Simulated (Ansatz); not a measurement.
Geometry optimisation, RKS BLYP/def2-SVP in Ansatz.

input.yaml

```yaml
crystal:
  periodic: [false, false, false]
  atoms:
    - { symbol: W, position_ang: [0.0, 0.0, 0.0] }
    - { symbol: H, position_ang: [0.0, 0.0, 2.07] }
    - { symbol: H, position_ang: [1.72, 0.0, 0.0] }
    - { symbol: H, position_ang: [0.0, 1.72, 0.0] }
    - { symbol: Cl, position_ang: [-2.39, 0.0, 0.0] }
    - { symbol: H, position_ang: [0.0, -1.72, 0.0] }
    - { symbol: H, position_ang: [0.0, 0.0, -1.72] }
    - { symbol: O, position_ang: [-1.5969, 1.4031, 0.7063] }
    - { symbol: H, position_ang: [-2.4693, 1.1782, 0.2499] }
    - { symbol: H, position_ang: [-0.7937, 0.6974, 1.9256] }
basis:
  gaussian: { orbitals: def2-SVP }
hamiltonian:
  xc: blyp
relax:
  f_tol: 0.15
  max_steps: 25
  restrain:
    - { distance: [0, 7], at: 3.14, k: 30.0 }
    - { distance: [9, 1], at: 1.86, k: 30.0 }
    - { distance: [0, 1], at: 1.72, k: 30.0 }
    - { distance: [9, 7], at: 1.01, k: 30.0 }
```

Launched with:

```bash
$ ansatz run input.yaml --threads 2 --pin off --max-ram 3072MiB --backend cpu --events-out ev --progress --plain --runs-dir out
```

**Question.** Where does it end, and by what steps?

**Answer.** The run converged. The restraints hold the end off the free minimum. After 13 steps the energy has fallen by 12.246 eV (the restraints' own energy left out); H4 moved furthest, 1.13 Å. The start is strongly strained (largest force component 19 eV/Å), so its close contacts needn't be bonds. Parted: W1–O8 (2.24 → 3.13 Å), W1–H10 (2.20 → 2.89 Å), Cl5–O8 (1.76 → 3.36 Å), Cl5–H9 (1.21 → 2.91 Å). Joined: O8–H10 (1.62 → 0.99 Å).

| step | energy less start (eV) | largest force component (eV/Å) | accepted |
| --- | --- | --- | --- |
| 0 | 0.0000 | 18.608 | yes |
| 1 | -1.0416 | 12.336 | yes |
| 2 | -3.0778 | 6.791 | yes |
| 3 | -5.1388 | 5.072 | yes |
| 4 | -7.2815 | 3.639 | yes |
| 5 | -8.9022 | 2.869 | yes |
| 6 | -10.1790 | 2.996 | yes |
| 7 | -11.1020 | 1.752 | yes |
| 8 | -11.6242 | 0.778 | yes |
| 9 | -11.9064 | 1.059 | yes |
| 10 | -12.1175 | 1.085 | yes |
| 11 | -12.2258 | 0.697 | yes |
| 12 | -12.2226 | 0.478 | no |
| 13 | -12.2464 | 0.509 | yes |

```xyz
10
Properties=species:S:1:pos:R:3
W -0.131 -0.399 0.079
H -0.062 0.240 1.677
H 1.300 -0.499 -0.819
H 0.832 0.991 0.241
Cl -2.256 -0.793 -0.736
H 0.661 -1.920 0.108
H 0.053 0.616 -1.241
O -1.861 2.006 1.085
H -2.690 1.487 1.018
H -1.376 1.549 1.821
```

Run time: 47 s on 2 threads of Arm Neoverse V1, on a shared host, peak memory 0.2 GiB.
